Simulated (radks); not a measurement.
The numbers below are computed, except where a source is named.
Polarisability of neutral scandium, [Ar] 3d1 4s2, at imaginary frequency. Code: a radial shooting solver on a logarithmic mesh with Libxc functionals. Model: non-relativistic Kohn-Sham, exchange-only LDA, spin-unpolarised, spherical densities, point nucleus. Response by self-consistent Sternheimer equations with the Hartree and adiabatic exchange-only LDA kernel.

w (hartree)  alpha1(iw) (bohr^3)
0.00266                    126.8
0.0143                     125.2
0.0360                     117.1
0.0697                     97.34
0.118                      69.06
0.186                      42.96
0.280                      25.00
0.413                      14.34
0.605                      8.327
0.892                      4.884
1.35                       2.791
2.12                       1.447
3.59                      0.6259
6.94                      0.2060
17.5                     0.04304

Static values: alpha1 = 126.9 bohr^3 (18.80 angstrom^3; uncoupled 256.9). C6 = 1604, triple-dipole C9 = 148100 atomic units. One-pole (London) frequency 4 C6 / (3 alpha1^2) = 0.133 hartree, against 0.090 for minus the highest occupied eigenvalue. The dipole shielding factor is 1.000, as the force sum rule N/Z = 1.000 demands. Recommended static value: 97 bohr^3 (Schwerdtfeger and Nagle, 2023 table).

Beside tabulated values, note that spin-unpolarised runs miss the spin-polarisation part of the exchange energy of open shells.
